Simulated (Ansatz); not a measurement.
Relaxation of C2H8OSSi (13 atoms, charge 0, multiplicity 1), to a largest force component of 0.02 eV/Å in at most 40 steps.

All numbers below come from Ansatz, UKS B3LYP-D4/STO-3G.

```xyz
13
Properties=species:S:1:pos:R:3:forces:R:3
C -1.673 0.743 0.971 -2.03 3.95 -1.46
S -0.019 1.359 0.737 0.75 1.18 0.03
C 0.815 -0.247 0.669 2.62 0.17 1.59
Si 0.965 -0.891 -1.060 -3.86 -2.33 0.14
O 1.487 0.189 -2.173 1.59 1.55 -1.84
H -2.379 1.672 1.054 1.38 -1.81 -0.06
H -2.025 0.204 0.102 -0.34 -0.87 -0.40
H -1.768 0.205 1.863 -0.38 -1.64 1.98
H 1.875 -0.062 1.075 -1.43 -0.20 -0.56
H 0.381 -0.950 1.402 -0.16 -0.05 -0.35
H -0.491 -1.267 -1.467 1.85 0.30 0.59
H 1.738 -2.121 -1.102 0.22 0.39 -0.20
H 1.115 1.132 -2.057 -0.20 -0.63 0.53
```

Q: Where does it end, and by what steps?

A: The run converged. The force dipped under the threshold on the way, but the program's further checks kept it going. Limits of this set-up: minimal basis. After 17 steps the energy has fallen by 0.766 eV; H13 moved furthest, 0.96 Å.

```csv
step,energy less start (eV),largest force component (eV/Å),accepted
0,0.0000,3.950,yes
1,-0.5931,1.157,yes
2,-0.6592,0.448,yes
3,-0.6804,0.321,yes
4,-0.6882,0.147,yes
5,-0.6950,0.101,yes
6,-0.7001,0.103,yes
7,-0.7207,0.358,yes
8,-0.7324,0.796,yes
9,-0.7536,0.255,yes
10,-0.7548,0.182,yes
11,-0.7612,0.057,yes
12,-0.7636,0.087,yes
13,-0.7635,0.233,no
14,-0.7648,0.014,yes
15,-0.7654,0.043,yes
16,-0.7655,0.037,yes
17,-0.7656,0.015,yes
```

```xyz
13
Properties=species:S:1:pos:R:3
C -1.530 0.943 0.721
S 0.249 1.350 0.836
C 0.897 -0.374 0.754
Si 0.859 -1.014 -1.038
O 0.654 0.363 -2.037
H -2.101 1.883 0.755
H -1.776 0.425 -0.220
H -1.855 0.309 1.562
H 1.931 -0.331 1.126
H 0.335 -1.018 1.447
H -0.231 -1.957 -1.207
H 2.089 -1.708 -1.364
H 0.498 1.095 -1.320
```

Whether the end is a true minimum wasn't checked by a vibrational analysis.

Run time: 88 s on 1 CPU thread of a shared host.
